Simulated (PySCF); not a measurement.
Molecule: SMILES CC(C)S(=O)(=O)Cl, C3H7ClO2S.

Cartesian coordinates in Å; atom numbers follow the order of the lines, from 1:
```xyz
14

C    -0.393    1.436    0.225
C    -0.270    0.048   -0.368
C    -1.015   -1.047    0.366
S     1.474   -0.402   -0.574
O     1.568   -1.759   -1.071
O     2.181    0.689   -1.211
Cl    2.109   -0.445    1.438
H     0.197    2.166   -0.345
H    -1.449    1.742    0.203
H    -0.051    1.445    1.271
H    -0.559    0.060   -1.435
H    -0.688   -1.106    1.415
H    -0.856   -2.024   -0.109
H    -2.091   -0.820    0.352
```

Geometry PBE0-D3(BJ)/def2-SVP throughout; GIAO in PySCF, gas phase, one conformer, non-relativistic; equivalent atoms averaged; functional PBE0.

A run gave: C2 183.8, C1/C3 214.6, S4 613.2, O5/O6 52.5, Cl7 795.6, H11 30.24, H8/H9/H10/H12/H13/H14 31.04 ppm (absolute shieldings σ).

Question: Which basis set was used in that run?
A. 6-31G
B. 6-31G*
C. STO-3G
D. 6-311+G(2d,p)

Answer: C. S4 tells them apart best: STO-3G gives 613.2, 6-31G gives 155.5, 6-311+G(2d,p) gives 96.1, 6-31G* gives 165.4 ppm.
